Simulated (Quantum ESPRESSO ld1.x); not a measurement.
All-electron atom: Cd12+ in [Kr]. Method: Dirac Kohn-Sham, revPBE, spin-unpolarised, spherical densities, point nucleus; speed of light set to 171.295 atomic units (1.25 times the physical value, a model run); computed with ld1.x of Quantum ESPRESSO 7.5.

Unscreened Slater integrals over Kohn-Sham orbitals (cm^-1). Large and small components are both included.

| integral | value |
|---|---|
| F0(4p3/2,4p3/2) | 228000 |
| F2(4p3/2,4p3/2) | 120940 |
| F0(4p3/2,4p1/2) | 229620 |
| G2(4p3/2,4p1/2) | 121620 |
| F0(4p3/2,4s1/2) | 233280 |
| G1(4p3/2,4s1/2) | 159800 |
| F0(4p3/2,3d5/2) | 291720 |
| F2(4p3/2,3d5/2) | 75300 |
| G1(4p3/2,3d5/2) | 24543 |
| G3(4p3/2,3d5/2) | 24172 |
| F0(4p3/2,3d3/2) | 292000 |
| F2(4p3/2,3d3/2) | 74925 |
| G1(4p3/2,3d3/2) | 24475 |
| G3(4p3/2,3d3/2) | 24042 |
| F0(4p1/2,4p1/2) | 231290 |
| F0(4p1/2,4s1/2) | 235040 |
| G1(4p1/2,4s1/2) | 161280 |
| F0(4p1/2,3d5/2) | 295330 |
| G3(4p1/2,3d5/2) | 24748 |
| F0(4p1/2,3d3/2) | 295620 |
| G1(4p1/2,3d3/2) | 25073 |
| F0(4s1/2,4s1/2) | 239070 |
| F0(4s1/2,3d5/2) | 302500 |
| G2(4s1/2,3d5/2) | 26107 |
| F0(4s1/2,3d3/2) | 302790 |
| G2(4s1/2,3d3/2) | 25967 |
| F0(3d5/2,3d5/2) | 599720 |
| F2(3d5/2,3d5/2) | 299980 |
| F4(3d5/2,3d5/2) | 191650 |
| F0(3d5/2,3d3/2) | 601700 |
| F2(3d5/2,3d3/2) | 300720 |
| G2(3d5/2,3d3/2) | 299640 |
| G4(3d5/2,3d3/2) | 191410 |
| F0(3d3/2,3d3/2) | 603700 |
| F2(3d3/2,3d3/2) | 301490 |
